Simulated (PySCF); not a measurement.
# NbO: frontier orbitals

PBE0 at R = 1.689 Å; basis Nb cc-pVDZ-PP with ECP28, O cc-pVDZ; scalar-relativistic core potentials; PySCF 2.14. State: ⁴Σ⁻ (quartet), unpaired electrons σ ↑, δ ↑↑. Only the outer orbitals are listed, counted within each symmetry, core potentials removing the inner ones.

```json
{"spin": "α", "orbital": "4σ", "occ.": "1", "ε (eV)": "-24.29", "on Nb (%)": "16", "main shells (%)": "84 O s"}
{"spin": "α", "orbital": "5σ", "occ.": "1", "ε (eV)": "-9.84", "on Nb (%)": "33", "main shells (%)": "62 O p, 28 Nb d"}
{"spin": "α", "orbital": "2π", "occ.": "1", "ε (eV)": "-9.59", "on Nb (%)": "30", "main shells (%)": "70 O p, 27 Nb d"}
{"spin": "α", "orbital": "2π", "occ.": "1", "ε (eV)": "-9.59", "on Nb (%)": "30", "main shells (%)": "70 O p, 27 Nb d"}
{"spin": "α", "orbital": "1δ", "occ.": "1", "ε (eV)": "-5.62", "on Nb (%)": "100", "main shells (%)": "100 Nb d"}
{"spin": "α", "orbital": "1δ", "occ.": "1", "ε (eV)": "-5.62", "on Nb (%)": "100", "main shells (%)": "100 Nb d"}
{"spin": "α", "orbital": "6σ", "occ.": "1", "ε (eV)": "-5.43", "on Nb (%)": "98", "main shells (%)": "81 Nb s, 10 Nb d"}
{"spin": "α", "orbital": "3π", "occ.": "0", "ε (eV)": "-1.95", "on Nb (%)": "91", "main shells (%)": "49 Nb p, 42 Nb d, 9 O p"}
{"spin": "α", "orbital": "3π", "occ.": "0", "ε (eV)": "-1.95", "on Nb (%)": "91", "main shells (%)": "49 Nb p, 42 Nb d, 9 O p"}
{"spin": "α", "orbital": "7σ", "occ.": "0", "ε (eV)": "-1.27", "on Nb (%)": "87", "main shells (%)": "45 Nb p, 38 Nb d, 12 O p"}
{"spin": "β", "orbital": "1π", "occ.": "1", "ε (eV)": "-36.60", "on Nb (%)": "100", "main shells (%)": "100 Nb p"}
{"spin": "β", "orbital": "1π", "occ.": "1", "ε (eV)": "-36.60", "on Nb (%)": "100", "main shells (%)": "100 Nb p"}
{"spin": "β", "orbital": "4σ", "occ.": "1", "ε (eV)": "-24.63", "on Nb (%)": "16", "main shells (%)": "84 O s"}
{"spin": "β", "orbital": "5σ", "occ.": "1", "ε (eV)": "-9.81", "on Nb (%)": "27", "main shells (%)": "69 O p, 21 Nb d"}
{"spin": "β", "orbital": "2π", "occ.": "1", "ε (eV)": "-9.75", "on Nb (%)": "20", "main shells (%)": "79 O p, 18 Nb d"}
{"spin": "β", "orbital": "2π", "occ.": "1", "ε (eV)": "-9.75", "on Nb (%)": "20", "main shells (%)": "79 O p, 18 Nb d"}
{"spin": "β", "orbital": "6σ", "occ.": "0", "ε (eV)": "-2.10", "on Nb (%)": "100", "main shells (%)": "87 Nb s, 10 Nb p"}
{"spin": "β", "orbital": "1δ", "occ.": "0", "ε (eV)": "-0.61", "on Nb (%)": "100", "main shells (%)": "100 Nb d"}
{"spin": "β", "orbital": "1δ", "occ.": "0", "ε (eV)": "-0.61", "on Nb (%)": "100", "main shells (%)": "100 Nb d"}
```

Task: Which are the highest filled and the lowest empty level, where do they sit, and how wide is the gap?

Result: Highest filled α 6σ at -5.43 eV (in %: 81 Nb s, 10 Nb d); lowest empty β 6σ at -2.10 eV (in %: 87 Nb s, 10 Nb p); the gap at PBE0 is 3.33 eV.

The bond order (Mayer) is 2.51. The ⟨S²⟩ is 3.778, the charge on Nb (Mulliken, basis-dependent) is 0.25 and the charge on Nb (Löwdin, basis-dependent) is 0.29. The dipole moment (positive dipole means Nb(−)O(+)) is -3.69 D. The polarisability along the bond is 69.9 bohr³ and the polarisability across the bond is 89.3 bohr³.

Spin–orbit coupling is left out. The state is the lowest single determinant that the PBE0 search found; with open d or f shells the true ground state can be another one.
